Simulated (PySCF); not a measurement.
Computed Raman spectrum (relative Raman activity) of a molecule CH5AlOS. Geometry: PBE0-D3(BJ)/def2-SVP. One conformer was computed; it need not be the lowest. Method: PBE0-D3(BJ)/def2-SVP (PySCF). Frequencies are harmonic and unscaled.

ν (cm⁻¹): 259 (vw), 490 (w), 514 (w), 669 (vw), 722 (w), 871 (vw), 991 (vw), 1457 (w), 1460 (w), 1972 (vs), 3073 (vs), 3189 (s), 3196 (m), 3992 (s) (against the strongest line: vs over 80 %, s over 45 %, m over 15 %, w over 4 %, vw less)

Pick the molecule that these values belong to.
(A) [CH3][Al]([OH])[SH]
(B) C[S][AlH][OH]
(C) C[O][AlH][SH]

B, C[S][AlH][OH]
